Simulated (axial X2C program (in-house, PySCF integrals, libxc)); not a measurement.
Levels of HfF by electron attachment to HfF⁺ (EOM-EA-CCSD)

Computed with an in-house all-electron X2C program for linear molecules (integrals from PySCF): two-component X2C with atomic mean-field Coulomb and Gaunt terms, Gaussian nuclei, basis Hf dyall-acv3z, F dyall-av3z with contracted cores.

R = 1.705 Å (0.920 times 1.853 Å, the PBE0 minimum at charge 0 for the lowest determinant).

Levels of HfF obtained by attaching an electron to HfF⁺:

| Ω | binding energy (eV) | above lowest (cm⁻¹) | attached spinor | one-particle weight |
| --- | --- | --- | --- | --- |
| 3/2 | 6.652 | 0 | 97% Hf dδ | 0.91 |
| 5/2 | 6.381 | 2186 | 98% Hf dδ | 0.91 |
| 1/2 | 5.907 | 6011 | 49% Hf dπ, 35% Hf pπ | 0.92 |
| 3/2 | 5.580 | 8647 | 57% Hf dπ, 34% Hf pπ | 0.91 |
| 1/2 | 5.129 | 12279 | 45% Hf pσ, 34% Hf dσ, 7% Hf dπ | 0.93 |
| 1/2 | 3.991 | 21458 | 45% Hf pπ, 26% Hf dπ, 17% F pπ | 0.89 |
| 3/2 | 3.819 | 22848 | 48% Hf pπ, 24% Hf dπ, 17% F pπ | 0.89 |

(1) Take the first Ω = 1/2 and Ω = 3/2 rows of π character: how far apart are they, and which lies lower?

This point took 24 s on 1 thread of Arm Neoverse V1 (shared host).

Reference electrons by ω block (each with its −ω partner): 1/2: 24, 3/2: 11, 5/2: 4, 7/2: 1. 18 electrons of HfF⁺ correlated (inner shells frozen), 84 natural virtual spinors (a truncated set); levels can be off by some tenths of an eV. Roots sought by Ω: (1/2: 5, 3/2: 4, 5/2: 2, 7/2: 1); the list ends where they run out and leaves out roots under 60 % one-particle weight. The solver can skip a root, and states that need a further excitation, which the method places far too high, are missing though they may lie low or lowest. T1 of the reference 0.018 (Lee–Taylor). The reference was not checked to be the lowest state of its species. Number of frozen shells: Hf 4 s, 3 p, 2 d, 1 f; F 1 s.

## Answers

(1) E(3/2) − E(1/2) = 8647 − 6011 = 2636 cm⁻¹ at EOM-EA-CCSD: regular, Ω = 1/2 lower. Splittings at this level can be off by ten to twenty per cent.
